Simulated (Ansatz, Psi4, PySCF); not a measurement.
Molecule: C3H5Cl, charge 0, multiplicity 1. SMILES: C(/Cl)=C\C
Geometry from a B3LYP-D3(BJ)/def2-TZVP (Ansatz, a program for electronic structure) optimisation:
```
C
C 1 1.3231
H 2 1.0812 1 123.80
H 1 1.0847 2 119.00 3 180.00
C 1 1.4957 4 117.58 2 -180.00
H 5 1.0904 1 111.68 4 180.00
H 5 1.0934 6 108.21 1 -122.25
H 5 1.0934 6 108.21 7 -115.50
Cl 2 1.7403 3 112.81 1 180.00
```
Charge 0, spin multiplicity 1.

B3LYP/6-31G* beside other levels, property by property. Set-up: frozen cores in correlated levels; six Cartesian d functions in 6-31G* and its kin unless marked 5d; open shells spin-unrestricted; each state is the SCF solution reached for its charge and spin; dispersion terms only where a functional's name holds one; atomisation electronic, to ground-state atoms; spin-orbit terms left out; non-relativistic. CBS marks a two-point X^-3 extrapolation of the correlation energy; Hartree-Fock from the larger set. [CCSD(T)-MP2]/basis is that difference in the basis named. First-principles rows: single points at B3LYP-D3(BJ) geometries (Ansatz), with unscaled harmonic terms from B3LYP/6-31G* (Ansatz) at its own minima, enthalpies of formation by atomisation with measured atoms. Anions need diffuse functions, which STO-3G, LANL2DZ, def2-SVP, cc-pVDZ and Pople sets without + lack. Levels can end on unlike triplets.

Measured values: NIST CCCBDB, as tabulated in the package chemicals; dipoles are vibrational averages. Coupled cluster (Ansatz) is a level with limits of its own, used here on species with T1 under 0.025 (0.045 for open shells) and stable references: (a) RI-MP2/CBS(aug-cc-pV(T+d)Z,aug-cc-pV(Q+d)Z)+[CCSD(T)-MP2]/aug-cc-pV(T+d)Z; (b) CCSD(T)/CBS(cc-pV(T+d)Z,cc-pV(Q+d)Z).

```tsv
property	B3LYP/6-31G* (Ansatz)	B3LYP/STO-3G (Ansatz)	M06-2X/6-31G* (5d) (PySCF)	wB97X-D/6-31G* (Psi4)	to compare with
vertical triplet-singlet gap, E(triplet) - E(singlet) (eV)	4.31	4.86	4.52	4.35	4.44 coupled cluster (a)
atomisation energy (kcal/mol)	833.7	971.9	840.6	838.5	838.8 coupled cluster (b)
deprotonation enthalpy (C-H bond) at 298 K, to [CH2-]/C=C/Cl + H+ (kcal/mol)	394.5	461.7	392.6	396.4	382.4 coupled cluster (a)
vertical ionisation energy to the doublet (eV)	9.24	8.44	9.50	9.35	9.73 coupled cluster (a)
size of the dipole moment (D)	2.04	2.17	2.08	2.13	1.97 measured
enthalpy of formation at 298 K (kcal/mol)	4.5	-133.6	-2.4	-0.3	-0.5 coupled cluster (b)
```

As the rows show:
- vertical triplet-singlet gap, E(triplet) - E(singlet): B3LYP/6-31G* lies 0.13 eV below coupled cluster.
- atomisation energy: B3LYP/6-31G* lies 5.1 kcal/mol below coupled cluster.
- deprotonation enthalpy (C-H bond) at 298 K, to [CH2-]/C=C/Cl + H+: B3LYP/6-31G* lies 12.1 kcal/mol above coupled cluster.
- vertical ionisation energy to the doublet: B3LYP/6-31G* lies 0.49 eV below coupled cluster.
- size of the dipole moment: B3LYP/6-31G* lies 0.07 D above the measured value.
- enthalpy of formation at 298 K: B3LYP/6-31G* lies 5.0 kcal/mol above coupled cluster.

The properties are those with a value to compare with, at most eight drawn at random. No case is left out for the size of its miss. Left out are saddle points of the reference geometry, anions that the best level run finds unbound, excited spin states, species near biochemistry, 298 K rows of species without real B3LYP wavenumbers, cases with under five habitual levels, runs that failed or that the program found above a lower state of the same kind, table entries that another table contradicts, and a share of species set aside by lot.
